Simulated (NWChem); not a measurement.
System: CH4AlFOS; SMILES [OH][Al]([F])[S]C

Input file for NWChem:

```
start job
memory heap 200 mb stack 900 mb global 1100 mb
geometry units angstroms noautosym nocenter noautoz
  Al    -0.091952     0.767604    -0.000680
  F      0.811229     2.160931     0.001471
  O     -1.784040     0.815682     0.022053
  H     -2.337806     1.596958     0.047627
  S      0.885086    -1.152457    -0.031232
  C     -0.580640    -2.257731    -0.027529
  H     -1.520864    -1.692609     0.008260
  H     -0.517037    -2.914888     0.849850
  H     -0.558362    -2.869586    -0.939052
end
basis spherical
  Al library pcsseg-1
  F library pcsseg-1
  O library pcsseg-1
  H library pcsseg-1
  S library pcsseg-1
  C library pcsseg-1
end
dft
  xc pbe0
  iterations 150
end
property
  shielding
end
task dft property
```

NWChem printed, in part:

```
             Northwest Computational Chemistry Package (NWChem) 7.3.0
             --------------------------------------------------------

                             Geometry "geometry" -> ""
                             -------------------------

 Output coordinates in angstroms (scale by  1.889725989 to convert to a.u.)

  No.       Tag          Charge          X              Y              Z
 ---- ---------------- ---------- -------------- -------------- --------------
    1 Al                  13.0000    -0.09195200     0.76760400    -0.00068000
    2 F                    9.0000     0.81122900     2.16093100     0.00147100
    3 O                    8.0000    -1.78404000     0.81568200     0.02205300
    4 H                    1.0000    -2.33780600     1.59695800     0.04762700
    5 S                   16.0000     0.88508600    -1.15245700    -0.03123200
    6 C                    6.0000    -0.58064000    -2.25773100    -0.02752900
    7 H                    1.0000    -1.52086400    -1.69260900     0.00826000
    8 H                    1.0000    -0.51703700    -2.91488800     0.84985000
    9 H                    1.0000    -0.55836200    -2.86958600    -0.93905200

 Effective nuclear repulsion energy (a.u.)     276.9130013012

                              NWChem Property Module
                              ----------------------

  itol2e modified to match energy
  convergence criterion.

                                 NWChem DFT Module
                                 -----------------

 Summary of "ao basis" -> "ao basis" (spherical)
 ------------------------------------------------------------------------------
       Tag                 Description            Shells   Functions and Types
 ---------------- ------------------------------  ------  ---------------------
 Al                         pcsseg-1                10       24   4s5p1d
 F                          pcsseg-1                 7       17   3s3p1d
 O                          pcsseg-1                 7       17   3s3p1d
 H                          pcsseg-1                 3        5   2s1p
 S                          pcsseg-1                10       24   4s5p1d
 C                          pcsseg-1                 7       17   3s3p1d

  itol2e modified to match energy
  convergence criterion.

[...]

          -----------------------------------------
          Chemical Shielding Tensors (GIAO, in ppm)
          -----------------------------------------

                                NWChem CPHF Module
                                ------------------

  scftype          =     RHF
  nclosed          =       28
  nopen            =        0
  variables        =     2548
  # of vectors     =        3
  tolerance        = 0.10D-03
  level shift      = 0.00D+00
  max iterations   =       50
  max subspace     =       30

 SCF residual:    1.2238970298732075E-005

Iterative solution of linear equations
  No. of variables     2548
  No. of equations        3
  Maximum subspace       30
        Iterations       50
       Convergence  1.0D-04

   iter   nsub   residual    time
   ----  ------  --------  ---------
     1      3    4.71D-01      97.4
     2      6    2.58D-02     113.4
     3      9    1.81D-03     129.5
     4     12    8.05D-05     145.5

      Atom:    1  Al
        Diamagnetic
    795.7918      0.7910     -0.0562
      0.7910    798.5157      0.0749
     -0.0562      0.0749    790.8275

        Paramagnetic
   -344.5178    -49.9403     -1.3202
    -49.9403   -313.5705      1.5047
     -1.3202      1.5047   -398.9108

        Total Shielding Tensor
    451.2740    -49.1492     -1.3764
    -49.1492    484.9452      1.5797
     -1.3764      1.5797    391.9167

           isotropic =     442.7120
          anisotropy =     116.0764

          Principal Components and Axis System
                 1           2           3
              520.0963    416.1586    391.8811

      1        -0.5813      0.8135      0.0162
      2         0.8135      0.5815     -0.0084
      3         0.0163     -0.0083      0.9998

      Atom:    2  F
        Diamagnetic
    469.1274     12.4742      0.0098
     12.4742    481.3415      0.0447
      0.0098      0.0447    460.5563

        Paramagnetic
   -160.2129     49.0579      0.6910
     49.0579    -74.6529      0.1740
      0.6910      0.1740   -145.6425

        Total Shielding Tensor
    308.9145     61.5320      0.7008
     61.5320    406.6885      0.2187
      0.7008      0.2187    314.9138

           isotropic =     343.5056
          anisotropy =     139.3295

          Principal Components and Axis System
                 1           2           3
              436.3920    314.9198    279.2051

      1         0.4347      0.0117      0.9005
      2         0.9006     -0.0102     -0.4346
      3         0.0041      0.9999     -0.0150

      Atom:    3  O
        Diamagnetic
    405.6743    -10.4629     -0.6782
    -10.4629    387.5179      0.4580
     -0.6782      0.4580    371.7760

        Paramagnetic
    -56.5725    -10.4538     -0.2201
    -10.4538   -105.6091     -0.6186
     -0.2201     -0.6186    -52.4497

        Total Shielding Tensor
    349.1018    -20.9167     -0.8983
    -20.9167    281.9088     -0.1607
     -0.8983     -0.1607    319.3263

           isotropic =     316.7789
          anisotropy =      57.4812

          Principal Components and Axis System
                 1           2           3
              355.0997    319.3112    275.9259

      1         0.9613      0.0195      0.2749
      2        -0.2747     -0.0152      0.9614
      3        -0.0229      0.9997      0.0093

      Atom:    4  H
        Diamagnetic
     35.0113    -12.0808     -0.4752
    -12.0808     35.4559      0.4988
     -0.4752      0.4988     20.2293

        Paramagnetic
     -1.1977      0.8352      0.0587
      0.8352     -2.0680     -0.0794
      0.0587     -0.0794      1.6793

[...]
```

Level: PBE0/pcSseg-1, GIAO. Coordinates come from a PBE0/def2-SVP optimisation. The printed shielding anisotropy is the first printed principal value minus the mean of the other two.
